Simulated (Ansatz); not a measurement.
Ansatz (a quantum-chemistry and plane-wave program) input:

Ansatz 0.2 input:
```yaml
crystal:
  periodic: [false, false, false]
  atoms:
    - {symbol: C, position_ang: [0.00444035, -0.01369454, -0.61558859]}
    - {symbol: Cl, position_ang: [1.50876048, 0.02454684, 0.11902958]}
    - {symbol: Cl, position_ang: [-1.51032767, -0.01971347, 0.09823698]}
basis:
  gaussian:
    orbitals: cc-pVTZ-DK
magnetization: {spin_polarized: true, initial_magnetization: 2}
correlation: {method: ccsd_t, electrons: outside_noble_gas}
```

Q: Predict the final energy.

A: -960.18803 Eh (X2C-CCSD(T)/cc-pVTZ-DK). The basis has 98 functions.

This is an excited triplet: at this geometry the singlet lies 0.44 eV lower at RI-MP2/CBS(aug-cc-pV(T+d)Z,aug-cc-pV(Q+d)Z)+[CCSD(T)-MP2]/aug-cc-pV(T+d)Z.
